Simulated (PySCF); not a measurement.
## C11H13F2N3: Orbital levels and atomic charges

System: C11H13F2N3 (cyanobenzene emitter), SMILES CN(C)c1cc(F)c(N(C)C)c(C#N)c1F.

Cartesian coordinates (Å):
```
  1 C     3.654   -0.050    1.238
  2 N     2.885   -0.353    0.052
  3 C     3.570   -0.860   -1.110
  4 C     1.523   -0.212    0.017
  5 C     0.786   -0.569   -1.127
  6 C    -0.576   -0.405   -1.209
  7 F    -1.143   -0.742   -2.397
  8 C    -1.373    0.102   -0.172
  9 N    -2.727    0.268   -0.268
 10 C    -3.418    1.346    0.393
 11 C    -3.543   -0.548   -1.132
 12 C    -0.648    0.422    0.999
 13 C    -1.295    0.820    2.189
 14 N    -1.785    1.095    3.190
 15 C     0.743    0.286    1.066
 16 F     1.307    0.657    2.243
 17 H     3.342   -0.667    2.084
 18 H     3.552    1.000    1.521
 19 H     4.705   -0.247    1.042
 20 H     3.218   -1.862   -1.376
 21 H     3.430   -0.198   -1.970
 22 H     4.635   -0.923   -0.902
 23 H     1.274   -0.967   -1.999
 24 H    -2.718    2.126    0.687
 25 H    -4.142    1.779   -0.303
 26 H    -3.951    1.003    1.285
 27 H    -3.705   -0.082   -2.110
 28 H    -4.512   -0.695   -0.651
 29 H    -3.087   -1.524   -1.280
```

Method: CAM-B3LYP/6-31G*, gas phase, PySCF, fitting set def2-universal-JFIT up to Ne and JKFIT beyond, grid level 1.

(1) Give the orbital energies near the gap.

(2) Give the partial charges of the non-hydrogen atoms.

Results:

(1) 
```csv
orbital,eV
HOMO-4,-10.53
HOMO-3,-10.09
HOMO-2,-8.28
HOMO-1,-8.11
HOMO,-6.13
LUMO,0.20
LUMO+1,1.64
LUMO+2,2.64
LUMO+3,3.57
```

(2) 
| atom | Mulliken | IAO | Hirshfeld |
| --- | --- | --- | --- |
| C1 | -0.31 | -0.29 | -0.05 |
| N2 | -0.45 | -0.18 | -0.06 |
| C3 | -0.32 | -0.29 | -0.04 |
| C4 | 0.31 | 0.07 | 0.03 |
| C5 | -0.30 | -0.21 | -0.08 |
| C6 | 0.36 | 0.25 | 0.07 |
| F7 | -0.32 | -0.28 | -0.08 |
| C8 | 0.26 | 0.08 | 0.04 |
| N9 | -0.44 | -0.19 | -0.06 |
| C10 | -0.33 | -0.29 | -0.05 |
| C11 | -0.31 | -0.29 | -0.05 |
| C12 | -0.02 | -0.12 | -0.02 |
| C13 | 0.05 | 0.14 | 0.07 |
| N14 | -0.28 | -0.25 | -0.23 |
| C15 | 0.30 | 0.25 | 0.07 |
| F16 | -0.30 | -0.27 | -0.06 |
